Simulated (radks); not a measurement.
Results of a calculation; reference values are marked as such.
Q: Ionisation of the thulium ion Tm2+, [Xe] 4f13, to Tm3+, [Xe] 4f12, under several functionals. Scalar-relativistic Kohn-Sham, spin-polarised, spherical densities, finite nucleus; open shells are filled with parallel spins first (spin-orbit coupling, left out, can overturn this in heavy ions); a radial shooting solver on a logarithmic mesh with Libxc functionals. The NIST Atomic Spectra Database gives 23.66 eV (semi-empirical). Rank these functionals by the error of their Delta-SCF ionisation energy: BLYP; B86b exchange with PBE correlation; PBE; Wu-Cohen GGA; AM05; LDA (Slater exchange, Perdew-Wang correlation); XLYP.

A: From best to worst: BLYP 25.658 eV (+1.998); XLYP 25.693 eV (+2.033); PBE 25.799 eV (+2.139); B86b exchange with PBE correlation 25.816 eV (+2.156); Wu-Cohen GGA 25.851 eV (+2.191); AM05 25.881 eV (+2.221); LDA (Slater exchange, Perdew-Wang correlation) 26.164 eV (+2.504). Open shells are spherical and high-spin; term and fine-structure splittings are not resolved. Spin-orbit splitting is averaged out at the scalar-relativistic level.
